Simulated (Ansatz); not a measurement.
Gas-phase reaction in SMILES: [Cl][GeH]([Cl])[Cl] [trichlorogermane] -> [Cl][GeH]([Cl])[Cl] as doublet, charge -1 (an electron is taken up)
Each molecule is optimised on its own at B3LYP-D3(BJ)/def2-TZVP (Ansatz, an electronic-structure program). Frequencies are from Ansatz. A spin state is the lowest found, not a proven ground state.

Quantity: adiabatic electron affinity (0 K, with B3LYP-D3(BJ) harmonic zero-point energies), positive where the reaction releases energy, in eV. Correlated levels leave the core frozen unless marked. Open shells are spin-unrestricted. No spin-orbit coupling. Frozen are the shells of the preceding noble gas and the d and f shells that filled before the atom's block. No relativistic terms. Anions need diffuse functions: def2-D sets add few; the other sets have none. CBS marks a two-point X^-3 extrapolation of the correlation energy; Hartree-Fock from the larger set. [CCSD(T)-MP2]/basis is that difference in the basis named.

```
level                                                                 program  adiabatic electron affinity (eV)
-------------------------------------------------------------  --------------  --------------------------------
HF/def2-QZVPP                                                          Ansatz                              0.59
B3LYP-D3(BJ)/def2-TZVPD                                        Ansatz + dftd3                              1.61
B3LYP/def2-TZVPD                                                       Ansatz                              1.65
HSE06/def2-TZVPD                                                       Ansatz                              1.35
LC-wPBE-D4/def2-TZVPD                                          Ansatz + dftd4                              1.17
B2PLYP-D4/def2-TZVPD                                           Ansatz + dftd4                              1.33
CCSD(T)/STO-3G                                                         Ansatz                             -2.99
CCSD(T)/6-31G                                                          Ansatz                              2.10
CCSD(T)/6-31G*                                                         Ansatz                              0.79
RI-MP2/CBS(def2-TZVPPD,def2-QZVPPD)+[CCSD(T)-MP2]/def2-TZVPPD          Ansatz                              1.13
```
